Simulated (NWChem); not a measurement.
# Spin states of germanium monotelluride (GeTe)

```xyz
2

Ge     0.0000     0.0000     1.4649
Te     0.0000     0.0000    -0.9015
```
Charge 0, spin multiplicity 1.

All runs are NWChem calculations. The geometry was optimised at B3LYP/def2-SVP with def2 effective core potentials on Te, a minimum by its harmonic frequencies.

Basis set: def2-SVP. The gap is E(triplet) − E(singlet) at the geometry of the singlet, so a negative value puts the higher spin lower. Open shells are unrestricted, and the singlet is the closed-shell solution. The triplet is the single determinant that the SCF runs reached, with unpaired electrons in orbitals of symmetry a1 and b1 (C2v labels); it need not be the lowest triplet, which in molecules with degenerate π orbitals can need several determinants.

Effective core potentials replace the inner electrons of Te; spin-orbit coupling is left out. The correlated methods keep 13 core orbitals frozen. B3LYP has NWChem's definition, with VWN1-RPA local correlation. No SCF solution was tested for a lower state. Open-shell Hartree-Fock references start from PBE0 orbitals.

Task: For the vertical singlet-triplet gap, HF gives 47.9 kcal/mol and M06-2X gives 54.4 kcal/mol. What do B2PLYP, MP2, CAM-B3LYP give?

Result: B2PLYP: 64.9 kcal/mol; MP2: 65.0 kcal/mol; CAM-B3LYP: 61.6 kcal/mol.
